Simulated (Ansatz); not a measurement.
Frontier orbitals of C$_{2}$H$_{5}$GaO (`[GaH2][CH]1CO1`).

```tsv
atom	x (Å)	y (Å)	z (Å)
Ga1	-0.818	-1.026	-1.000
C2	0.306	-0.335	0.461
C3	0.601	1.109	0.539
O4	-0.352	0.544	1.396
H5	-0.516	-2.416	-1.663
H6	-2.002	-0.116	-1.479
H7	1.043	-0.976	0.947
H8	0.211	1.789	-0.216
H9	1.527	1.426	1.014
```

The species carries charge 0 and has multiplicity 1. Correlated methods include outer-core shells of Ga, which these sets cover unevenly. Scalar relativity is left out up to krypton. All single points use the PBE0-D4/def2-TZVP geometry. Basis def2-TZVPP, Ansatz 0.2.0.

| functional | HOMO (eV) | LUMO (eV) |
| --- | --- | --- |
| ωB97M-V | -9.66 | -0.02 |

(1) Give HOMO and LUMO (eV) with LDA (SPW92), PBE, revPBE, BLYP, r2SCAN, B97M-V, PBE0, B3LYP, r2SCANh, r2SCAN0, HSE06 (plane-wave form), BHLYP, CAM-B3LYP, LC-ωPBE, ωB97X-V, HF. (An estimate is asked.)

Results:

(1) Computed: 
| functional | HOMO | LUMO |
| --- | --- | --- |
| LDA (SPW92) | -6.04 | -2.78 |
| PBE | -5.89 | -2.51 |
| revPBE | -5.83 | -2.38 |
| BLYP | -5.80 | -2.47 |
| r2SCAN | -6.18 | -2.24 |
| B97M-V | -6.32 | -2.46 |
| PBE0 | -7.36 | -1.70 |
| B3LYP | -7.13 | -2.00 |
| r2SCANh | -6.73 | -1.96 |
| r2SCAN0 | -7.56 | -1.55 |
| HSE06 (plane-wave form) | -6.95 | -2.07 |
| BHLYP | -8.73 | -0.98 |
| CAM-B3LYP | -8.76 | -0.84 |
| LC-ωPBE | -10.07 | 0.38 |
| ωB97X-V | -9.75 | 0.22 |
| HF | -10.81 | 1.07 |

B3LYP here is the variant with VWN-RPA as its local correlation; programs differ in this. LC-ωPBE has ω = 0.4 bohr⁻¹.
